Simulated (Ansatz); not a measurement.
`FB(Br)Br` + `C=N` → `C=NB(F)Br` + HBr at 298.15 K and 1 bar (ligand exchange at a B–Br bond).

Computed with Ansatz on PBE0-D4/def2-TZVP structures; ΔE is electronic, products minus reactants. CBS: MP2 limit from def2 TZ/QZ plus the TZ coupled-cluster correction, frozen cores. This one scheme is used for every species. For Br outer-core shells are correlated without core-valence functions, which leaves a few kJ/mol of doubt a bond. Scalar relativity is left out up to krypton. One conformer a species, not always the lowest.

```tsv
species	CCSD(T)/CBS energy (Eh)	H − E (kJ/mol)	S (J/(mol·K))
`FB(Br)Br`	-5271.35159	35.6	310.7
`C=N`	-94.52360	115.3	227.0
`C=NB(F)Br`	-2791.95772	118.6	330.6
HBr	-2573.91920	24.6	198.6
```

H − E and S are ideal-gas, rigid-rotor, harmonic terms from PBE0-D4/def2-TZVP, for one conformer and one mirror image of each species. 1 Eh = 2625.50 kJ/mol, R = 8.31446 J/(mol·K).

Q: By hand: ΔE, ΔH, ΔS and ΔG.

A: ΔE = (-2791.95772) + (-2573.91920) − (-5271.35159) − (-94.52360) = -0.00173 Eh = -4.5 kJ/mol. Δ(H − E) = 118.6 + 24.6 − 35.6 − 115.3 = -7.7, so ΔH = -12.2 kJ/mol. ΔS = 330.6 + 198.6 − 310.7 − 227.0 = -8.5 J/(mol·K). ΔG = -12.2 − 298.15 × (-8.5)/1000 = -9.7 kJ/mol.

Q: By hand: the equilibrium constant, and the temperature at which ΔG would vanish if ΔH and ΔS stayed fixed.

A: log₁₀ K = −ΔG/(RT ln 10) = 1.7. ΔG = 0 at ΔH/ΔS = 1435 K, though so small a ΔS makes that figure unsure.

The number of gas molecules stays the same, so ΔS is small and ΔH decides. A doubt of 5 kJ/mol in ΔE shifts log₁₀ K by 0.9 here. Other conformers and mirror images would add mixing entropy, several J/(mol·K) or more a flexible species. These are equilibria of isolated gas molecules and say nothing of rates. Largest T1 diagnostic: 0.012 (customary marks: 0.02 for closed shells, 0.045 for open ones).
